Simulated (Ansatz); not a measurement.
```yaml
crystal:
  periodic: [false, false, false]
  atoms:
    - {symbol: Zn, position_ang: [-0.298924, -1.075169, 0.472992]}
    - {symbol: Cl, position_ang: [-0.897912, -3.102630, 0.589005]}
    - {symbol: H, position_ang: [0.185482, 0.283715, 1.273125]}
    - {symbol: Zn, position_ang: [0.289880, 1.077864, -0.471589]}
    - {symbol: Cl, position_ang: [0.927481, 3.093280, -0.592120]}
    - {symbol: H, position_ang: [-0.206017, -0.277059, -1.271403]}
basis:
  gaussian: {orbitals: STO-3G}
hamiltonian: {xc: {name: r2SCAN0}}
scf: {lower_state_search: light}
```

```sh
$ ansatz run in.yaml --threads 4 --pin off --events-out ev --progress --plain --max-ram 3916MiB
```

It prints (some lines left out):

```
Functional definition: r2SCAN0
  name "r2SCAN0"
  cite "Bursch, Neugebauer, Ehlert & Grimme, J. Chem. Phys. 156, 134105 (2022) doi:10.1063/5.0086040"
  cite "Furness, Kaplan, Ning, Perdew & Sun, J. Phys. Chem. Lett. 11, 8208 (2020) doi:10.1021/acs.jpclett.0c02405"
  cite "Furness, Kaplan, Ning, Perdew & Sun, J. Phys. Chem. Lett. 11, 9248 (2020) doi:10.1021/acs.jpclett.0c03077"
  parent r2scan
  parameter a = 0.25
  parameter k0 = 0.174
  parameter k1 = 0.065
  parameter a1 = 4.9479
  exchange = (1 - a)*r2scan_x(k0 = k0, k1 = k1, a1 = a1) + a*exact_x
  correlation = r2scan_c
533 factors; integrals over basis functions are off by at most 1.2e-3 eV
mean field evaluation 1: about -119704.3707 eV, gradient 1.7e2 eV
mean field evaluation 2: about -119985.1829 eV, gradient 1.5e2 eV
mean field evaluation 4: about -120499.3909 eV, gradient 5.8e1 eV
mean field evaluation 8: about -120493.8445 eV, gradient 7.0e1 eV
mean field evaluation 16: about -120517.7965 eV, gradient 1.7e-1 eV
mean field evaluation 32: about -120517.7737 eV, gradient 6.7e-5 eV
mean field evaluation 64: about -120517.7383 eV, gradient 3.3e0 eV
mean field -120517.77370870 eV, -4428.9464939137 hartree, gradient 6.2e-6 eV, S^2 0.000000; 6 other end points of the search recorded, 0 dependent functions left out
reference -120517.77371291 eV, -4428.9464940683 hartree; 48, 48 occupied and 8, 8 virtual orbitals, 533 factors
Total energy: -120517.77371291 eV, -4428.9464940683 hartree
```

It took 16 s on 4 threads of Intel Xeon Platinum 8259CL on a shared host.
